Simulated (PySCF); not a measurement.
Broadened absorption spectrum of C6H14OSi

Compound: C6H14OSi.
Atom-mapped SMILES: `[CH3:1][O:2][CH2:3][C@H:4]1[CH2:5][CH2:6][SiH2:7][CH2:8]1` (hydrogens: H9, H10, H11 on C1; H12, H13 on C3; H14 on C4; H15, H16 on C5; H17, H18 on C6; H19, H20 on Si7; H21, H22 on C8)

The calculation used TDDFT CAM-B3LYP/def2-SVPD, vertical, gas phase, core orbitals frozen in the response in PySCF 2.14.0, density-fitted response routines. The structure is a single PBE0-D3(BJ)/def2-SVP conformer in the gas phase; no vibrational or solvent corrections.

Computed states:

| state | E (eV) | f |
| --- | --- | --- |
| S1 | 7.18 | 0.031 |
| S2 | 7.74 | 0.014 |
| S3 | 7.98 | 0.054 |
| S4 | 8.04 | 0.010 |
| S5 | 8.09 | 0.032 |
| S6 | 8.20 | 0.023 |
| S7 | 8.24 | 0.085 |
| S8 | 8.30 | 0.011 |
| S9 | 8.40 | 0.0087 |
| S10 | 8.49 | 0.0022 |

Broadening: Gaussians 0.3 eV wide at half height, area fixed by f = 4.319×10⁻⁹ ∫ε dν̃. The width is an assumption, not a result. The curve ends short of the highest state used, and states not computed would add to its high-energy end.

Question: Give the broadened spectrum and its maxima.

Answer: 
E (eV), ε (L mol⁻¹ cm⁻¹) and a bar:
```
     6.73          5 
     6.77         15 
     6.81         38 
     6.85         91 
     6.89        198 #
     6.93        388 ##
     6.97        689 ###
     7.01       1108 ######
     7.05       1615 ########
     7.09       2134 ###########
     7.13       2555 #############
     7.17       2771 ##############
     7.21       2724 ##############
     7.25       2427 ############
     7.29       1960 ##########
     7.33       1439 #######
     7.37        968 #####
     7.41        616 ###
     7.45        409 ##
     7.49        346 ##
     7.53        412 ##
     7.57        586 ###
     7.61        847 ####
     7.65       1179 ######
     7.69       1574 ########
     7.73       2057 ##########
     7.77       2682 ##############
     7.81       3516 ##################
     7.85       4604 #######################
     7.89       5924 ##############################
```

Maxima: 173 nm (7.18 eV), ε about 2800, made up of S1 (100%) (ε in L mol⁻¹ cm⁻¹; maxima over ε = 5, shares over 10%). At its high-energy end, 7.89 eV, the curve is still rising (ε about 5900, from S2, S3 and S5).

Question: What would ε be at 7.18 eV, the highest of these maxima, with half the width (0.15 eV)?

Answer: About 5570 L mol⁻¹ cm⁻¹ against 2790, a factor of about 2.00; a lone state at its own centre would give exactly 2.

Question: Coming from long wavelengths, where does ε first pass 100 L mol⁻¹ cm⁻¹?

Answer: At about 181 nm (6.85 eV), 0.33 eV below S1.

The vertical ionisation energy (ΔSCF) is 9.69 eV, 1.20 eV above S10.

Without π bonds the low states are Rydberg-like; a valence basis with one diffuse set may place them up to an eV too high.
